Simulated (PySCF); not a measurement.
B(CCH)(Me)(OH), SMILES C#CB(C)O at its PBE0/def2-SVP optimised geometry (Å):

```
10

B     -0.9689    -0.0054     0.0000
C      0.5798    -0.0054     0.0000
C      1.7976    -0.0058     0.0002
H      2.8733    -0.0010     0.0006
C     -1.7879     1.3304     0.0000
H     -2.8733     1.1569     0.0093
H     -1.5302     1.9350    -0.8858
H     -1.5157     1.9474     0.8726
O     -1.6302    -1.1903    -0.0011
H     -1.0341    -1.9474    -0.0027
```

Calculation: PBE0/def2-TZVP run with PySCF.

Map of the Laplacian of the electron density (e/bohr⁵) on the plane z = 1.5 Å:

```
|0000000000000000000000000000000|
|0000000000000000000000000000000|
|0000000000000000000000000000000|
|0000000000000000000000000000000|
|0000000000000000000000000000000|
|0000000000000000000000000000000|
|0000000000000000000000000000000|
|0000000001221000000000000000000|
|0000000014663100000000000000000|
|0000000136995100000000000000000|
|0000000136995200000000000000000|
|0000000134653100000000000000000|
|0000000123332110001000000000000|
|0000000011221111111111000000000|
|0000000001111111222221110000000|
|0000000000111111222222110000000|
|0000000001111111222221110000000|
|0000000001121111111111000000000|
|0000000011221100001100000000000|
|0000000011221000000000000000000|
|0000000001111000000000000000000|
|0000000000000000000000000000000|
|0000000000000000000000000000000|
|0000000000000000000000000000000|
|0000000000000000000000000000000|
|0000000000000000000000000000000|
|0000000000000000000000000000000|
|0000000000000000000000000000000|
|0000000000000000000000000000000|
|0000000000000000000000000000000|
|0000000000000000000000000000000|
```
Scale: ten equal steps from 0.000 (start of '0') to 0.066 (end of '9'), in the order '0123456789'; x runs from -5.00 to 5.00, y from -5.00 (bottom) to 5.00 (top).
